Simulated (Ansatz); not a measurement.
A relaxation, step by step

SiNH6Cl2F, closed shell, PBE0-D4/def2-TZVP (Ansatz 0.2.0). Settings:

```yaml
hamiltonian: {xc: pbe0, dispersion: d4}
relax: {f_tol: 0.005, max_steps: 200}
```

Start, a step off a saddle point along its unstable mode:

```xyz
11
angstrom
Si -1.5337 -0.4327 -0.2294
H -0.0312 -0.4676 0.9651
Cl -0.3114 -1.5169 -1.4401
Cl -2.3608 -1.2701 1.4644
H -2.7141 -0.3698 -1.0700
H 1.3660 1.5474 -0.2243
F -1.1536 1.1604 -0.1196
H 0.4199 -0.1417 0.6893
N 1.7710 0.6299 0.0446
H 2.5247 0.7324 0.6895
H 2.0233 0.1288 -0.7693
```

```csv
step,energy less the last (meV),largest force component (eV/Å)
1,1570.2,6.112
4,310.3,0.817
7,84.5,0.340
10,52.5,0.263
13,44.0,0.063
16,42.4,0.029
19,40.7,0.166
22,36.3,0.220
25,28.7,0.130
28,19.1,0.242
31,11.2,0.169
34,6.3,0.108
37,2.6,0.037
40,0.7,0.058
43,0.0,0.034
45,0.0,0.003
```

Step 25, positions (Å) and forces (eV/Å):

```
atom       x       y       z      Fx      Fy      Fz
 Si1  -1.921  -0.248  -0.807  -0.048   0.060   0.027
  H2   0.983  -1.398   2.456   0.038   0.112  -0.127
 Cl3  -0.617  -1.624  -1.515  -0.001  -0.006  -0.002
 Cl4  -2.269  -0.523   1.165   0.024   0.014  -0.072
  H5  -3.183  -0.318  -1.561   0.069   0.005   0.037
  H6   1.033   1.489  -0.323   0.086  -0.067   0.066
  F7  -1.293   1.195  -1.020  -0.036  -0.067   0.000
  H8   1.109  -0.899   1.903  -0.036  -0.117   0.130
  N9   1.672   0.785   0.034   0.020   0.073  -0.092
 H10   2.466   1.270   0.438  -0.089  -0.019  -0.021
 H11   2.019   0.273  -0.770  -0.028   0.012   0.052
```

Step 31, positions (Å) and forces (eV/Å):

```tsv
atom	x	y	z	Fx	Fy	Fz
Si1	-1.828	-0.183	-0.846	0.095	0.169	-0.052
H2	1.285	-1.557	2.486	-0.006	0.036	-0.045
Cl3	-0.611	-1.654	-1.525	-0.025	0.001	0.020
Cl4	-1.943	-0.164	1.171	0.007	-0.008	-0.023
H5	-3.173	-0.374	-1.408	0.017	-0.001	0.003
H6	1.066	1.618	-0.503	0.020	-0.047	0.058
F7	-1.282	1.217	-1.364	-0.091	-0.153	0.047
H8	1.106	-1.092	1.925	0.006	-0.040	0.038
N9	1.398	0.796	-0.011	0.123	0.055	0.023
H10	2.006	1.115	0.740	-0.109	-0.038	-0.129
H11	1.977	0.277	-0.662	-0.036	0.025	0.059
```

Step 37, positions (Å) and forces (eV/Å):

| atom | x | y | z | Fx | Fy | Fz |
| --- | --- | --- | --- | --- | --- | --- |
| Si1 | -1.783 | -0.158 | -0.817 | 0.037 | 0.004 | 0.020 |
| H2 | 1.367 | -1.644 | 2.308 | 0.006 | -0.011 | 0.010 |
| Cl3 | -0.601 | -1.708 | -1.365 | -0.009 | 0.000 | 0.003 |
| Cl4 | -1.865 | 0.064 | 1.193 | -0.004 | 0.000 | -0.007 |
| H5 | -3.140 | -0.407 | -1.318 | -0.017 | -0.002 | -0.008 |
| H6 | 1.136 | 1.622 | -0.616 | 0.004 | -0.004 | -0.001 |
| F7 | -1.270 | 1.180 | -1.492 | -0.007 | -0.002 | -0.007 |
| H8 | 1.045 | -1.229 | 1.777 | -0.003 | 0.004 | -0.012 |
| N9 | 1.335 | 0.819 | -0.033 | -0.017 | 0.018 | -0.005 |
| H10 | 1.701 | 1.166 | 0.845 | 0.001 | 0.002 | 0.011 |
| H11 | 2.077 | 0.296 | -0.482 | 0.009 | -0.008 | -0.003 |

Last step (45):

```
atom    x (Å)    y (Å)    z (Å)
 Si1  -1.7522  -0.1417  -0.7963
  H2   1.4246  -1.7549   2.1927
 Cl3  -0.5875  -1.7437  -1.2198
 Cl4  -1.8414   0.2419   1.1904
  H5  -3.1140  -0.4311  -1.2667
  H6   1.2124   1.6473  -0.6829
  F7  -1.2519   1.1349  -1.5878
  H8   1.0473  -1.3704   1.6746
  N9   1.2849   0.8650  -0.0438
 H10   1.4957   1.2412   0.8723
 H11   2.0821   0.3116  -0.3326
```

The run took 2.5 min on 8 CPU threads of an Arm Neoverse N1 (shared host), with 0.65 GiB of host memory at its peak.
